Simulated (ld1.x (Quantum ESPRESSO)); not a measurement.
## platinum (Pt), RRKJ: configuration errors across variants

* Element: Pt
* Generator: ld1.x (Quantum ESPRESSO) 7.5
* Type: norm-conserving RRKJ (Kleinman–Bylander form)
* Functional: PBEsol
* Relativity: fully relativistic
* Frozen core: [Kr] 4d10 4f14
* Valence charge: 18
* Reference configuration: 5s2 5p6 5d10 6s0 6p0
* Partial waves: 5s (bound): rc 1.70 bohr; 5p (bound): rc 1.55 bohr; 5d (bound): rc 1.90 bohr
* Local potential: the d channel
* Core correction: a·sin(br)/r model core inside 1.60 bohr
* rho0: 0.001

Open shells are filled in proportion to 2j + 1 (rel_dist='average').

All-electron excitation energies from the reference (eV): (1) 5s2 5p6 5d9 6s0 6p0 9.274; (2) 5s2 5p6 5d8 6s0 6p0 29.286; (3) 5s2 5p6 5d9 6s0 6p1 5.119; (4) 5s2 5p6 5d6 6s0 6p0 107.198.

Tests that are not counted but printed errors over 1 eV. “base”: 5s2 5p6 5d9 6s1 6p0 (solver errors, printed error -3.5 eV); 5s1 5p6 5d9 6s1 6p0 (solver errors, printed error -4.1 eV). “wave 5d (bound): rc 1.90 bohr becomes 5d (bound): rc 1.34 bohr”: 5s2 5p6 5d9 6s1 6p0 (solver errors, printed error -3.5 eV); 5s1 5p6 5d9 6s1 6p0 (solver errors, printed error -4.1 eV). “wave 5d (bound): rc 1.90 bohr becomes 5d (bound): rc 1.68 bohr”: 5s2 5p6 5d9 6s1 6p0 (solver errors, printed error -3.5 eV); 5s1 5p6 5d9 6s1 6p0 (solver errors, printed error -4.1 eV). “wave 5d (bound): rc 1.90 bohr becomes 5d (bound): rc 1.94 bohr”: 5s2 5p6 5d9 6s1 6p0 (solver errors, printed error -3.5 eV); 5s1 5p6 5d9 6s1 6p0 (solver errors, printed error -4.1 eV). “wave 5d (bound): rc 1.90 bohr becomes 5d (bound): rc 2.44 bohr”: 5s2 5p6 5d9 6s1 6p0 (solver errors, printed error -3.5 eV); 5s1 5p6 5d9 6s1 6p0 (pseudo-atom not self-consistent, printed error -35.9 eV).

1 further variants failed, have other tests or too few solved ones, and are left out.

A true bound ghost makes a file unfit for plane-wave use even where its test errors are small: the radial tests pick states by their node count and pass the ghost by. Where a test does run into it, the solver fails or the error is huge.

The file “base” misses its own reference levels by 0.8 eV. The file “wave 5d (bound): rc 1.90 bohr becomes 5d (bound): rc 1.34 bohr” misses its own reference levels by 0.8 eV. The file “wave 5d (bound): rc 1.90 bohr becomes 5d (bound): rc 1.68 bohr” misses its own reference levels by 0.8 eV. The file “wave 5d (bound): rc 1.90 bohr becomes 5d (bound): rc 1.94 bohr” misses its own reference levels by 0.8 eV. The file “wave 5d (bound): rc 1.90 bohr becomes 5d (bound): rc 2.44 bohr” misses its own reference levels by 0.8 eV.

Errors AE − PS in meV (a dash: test not solved or not reliable):

| change | (1) | (2) | (3) | (4) | bound ghosts |
| --- | --- | --- | --- | --- | --- |
| base | +7.4 | -1.7 | +75 | -50 | s |
| wave 5d (bound): rc 1.90 bohr becomes 5d (bound): rc 1.34 bohr | +9.1 | +1.5 | +51 | -47 | s |
| wave 5d (bound): rc 1.90 bohr becomes 5d (bound): rc 1.68 bohr | +8.7 | +1.7 | +76 | -41 | s |
| wave 5d (bound): rc 1.90 bohr becomes 5d (bound): rc 1.94 bohr | +7.0 | -3.2 | +70 | -55 | s |
| wave 5d (bound): rc 1.90 bohr becomes 5d (bound): rc 2.44 bohr | -2.1 | -38 | -0.6 | -116 | s |

Q: Give the same row for: wave 5d (bound): rc 1.90 bohr becomes 5d (bound): rc 2.26 bohr.

A: +2.3, -21, +26, -98; bound ghosts: s. Not counted: 5s2 5p6 5d9 6s1 6p0 (solver errors, printed error -3.5 eV); 5s1 5p6 5d9 6s1 6p0 (solver errors, printed error -4.2 eV).
